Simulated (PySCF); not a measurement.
How methods differ on the ionisation energy of Cd⁴⁶⁺

Cd⁴⁶⁺ 1s2 (1S) → Cd⁴⁷⁺ 1s1 (2S), as a difference of total energies. All numbers are calculated (PySCF 2.14, scalar relativity by spin-free X2C-1e, in an even-tempered Gaussian basis (17 s from 90 bohr⁻², ratio 2.2; 7 p from 140 bohr⁻², ratio 2.4; 4 d from 410 bohr⁻², ratio 2.4; 3 f from 610 bohr⁻², ratio 2.4; 3 g from 920 bohr⁻², ratio 2.4)). Correlated levels: nothing frozen; virtual orbitals above 40 to 60 times the deepest correlated orbital energy dropped. The calculations carry no spin-orbit coupling.

```json
{"method": "UHF", "ionisation energy (eV)": "31498.5"}
{"method": "MP2 (all electrons)", "ionisation energy (eV)": "31500.0"}
{"method": "SCS-MP2 (all electrons)", "ionisation energy (eV)": "31500.3"}
{"method": "CCSD (all electrons)", "ionisation energy (eV)": "31500.0"}
```

For this ion Breit and QED terms and the two-electron picture change, all absent here, outweigh the differences among the correlated methods.

With two correlated electrons CCSD is exact in that space.

For comparison: 31451.1 eV (theoretical estimate listed by NIST; NIST Atomic Spectra Database, ionization energies).
